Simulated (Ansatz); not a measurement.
`C[Si](O)([SiH3])Cl` + H₂ → `O[SiH]([SiH3])Cl` + CH₄ at 700 K and 1 bar (hydrogenolysis of the Si–C bond).

Computed with Ansatz on PBE0-D4/def2-TZVP structures; ΔE is electronic, products minus reactants. CCSD(T)/CBS is the MP2 limit (def2-TZVPP, def2-QZVPP) plus CCSD(T) − MP2 in def2-TZVPP, frozen cores. This one scheme is used for every species. Each species was taken in one conformer, which may not be the lowest.

| species | CCSD(T)/CBS energy (Eh) | H − E (kJ/mol) | S (J/(mol·K)) |
| --- | --- | --- | --- |
| `C[Si](O)([SiH3])Cl` | -1155.49045 | 301.5 | 535.4 |
| H₂ | -1.17544 | 46.8 | 155.3 |
| `O[SiH]([SiH3])Cl` | -1116.20942 | 206.9 | 466.7 |
| CH₄ | -40.46206 | 145.9 | 224.0 |

H − E and S are ideal-gas, rigid-rotor, harmonic terms from PBE0-D4/def2-TZVP, for one conformer and one mirror image of each species. For small species the MP2-based limit differs from directly extrapolated CCSD(T) by up to some mEh (0.8 for H₂); such offsets cancel only in part. 1 Eh = 2625.50 kJ/mol, R = 8.31446 J/(mol·K).

Problem. By hand: ΔE, ΔH, ΔS and ΔG.

Solution. ΔE = (-1116.20942) + (-40.46206) − (-1155.49045) − (-1.17544) = -0.00559 Eh = -14.7 kJ/mol. Δ(H − E) = 206.9 + 145.9 − 301.5 − 46.8 = 4.5, so ΔH = -10.2 kJ/mol. ΔS = 466.7 + 224.0 − 535.4 − 155.3 = 0.0 J/(mol·K). ΔG = -10.2 − 700 × (0.0)/1000 = -10.2 kJ/mol.

Problem. By hand: the equilibrium constant, and the temperature at which ΔG would vanish if ΔH and ΔS stayed fixed.

Solution. log₁₀ K = −ΔG/(RT ln 10) = 0.8. With ΔH or ΔS at zero there is no such temperature.

The number of gas molecules stays the same, so ΔS is small and ΔH decides. A doubt of 5 kJ/mol in ΔE shifts log₁₀ K by 0.4 here. Other conformers and mirror images would add mixing entropy, several J/(mol·K) or more a flexible species. These are equilibria of isolated gas molecules and say nothing of rates. Largest T1 diagnostic: 0.012 (customary marks: 0.02 for closed shells, 0.045 for open ones).

ΔS is within the doubt of such terms, so its sign, and with it that verdict, could turn.
